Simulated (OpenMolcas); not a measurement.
## N2+, P2+, As2+, Sb2+, Bi2+: ns² np down the group

```yaml
Program: OpenMolcas
Method: RASSCF
Basis: ANO-RCC-VQZP
Scalar_Hamiltonian: DKH2, point nucleus
Spin-orbit_coupling: state interaction with AMFI integrals over the reference wave functions, term energies averaged over their components
```

Active space for each ion: 3 electrons in 9 orbitals (RAS2 s p; RAS3 d, at most 2 electrons).

Computed levels in cm-1 above ²P°_1/2:

| Level | N2+ | P2+ | As2+ | Sb2+ | Bi2+ |
| --- | --- | --- | --- | --- | --- |
| ²P°_3/2 | 158 | 480 | 2571 | 5576 | 17700 |
| weight of ²P° in the lowest level (%) | 100 | 100 | 100 | 100 | 100 |

Measured, with the error of the calculation in %. Measured levels: N2+ from Moore, Selected Tables of Atomic Spectra, NSRDS-NBS 3, section 5; P2+ from Martin, Zalubas and Musgrove, J. Phys. Chem. Ref. Data 14, 751 (1985); As2+ from Moore, Atomic Energy Levels, vol. II, NSRDS-NBS 35 (1971 reprint of NBS Circular 467, 1952); Sb2+, Bi2+ from Moore, Atomic Energy Levels, vol. III, NSRDS-NBS 35 (1971 reprint of NBS Circular 467, 1958).

| Level | N2+ | P2+ | As2+ | Sb2+ | Bi2+ |
| --- | --- | --- | --- | --- | --- |
| ²P°_3/2 | 174 (-9.5) | 559 (-14.2) | 2940 (-12.5) | 6576 (-15.2) | 20788 (-14.9) |

The fine-structure level ²P°_3/2 changes by a factor of 112 from N2+ to Bi2+.

Active for correlation alone: 3d; no level in the range computed is led by a configuration that fills it, so any true level of that kind is missing (holds for N2+; P2+). Active for correlation alone: 4d; no level in the range computed is led by a configuration that fills it, so any true level of that kind is missing (holds for As2+). The run also gave levels led by 5s 5p 5d, which use shells meant for correlation; these and all levels above them are left out (holds for Sb2+). The run also gave levels led by 6s 6p 6d, which use shells meant for correlation; these and all levels above them are left out (holds for Bi2+). Computed and measured levels are paired by configuration, term and J; levels that our copy of the source lacks, or whose pairing is in doubt (as where it misses far off the trend of its configuration), stay unpaired and out of the deviations. Only configurations of the active space appear.

° marks odd parity.
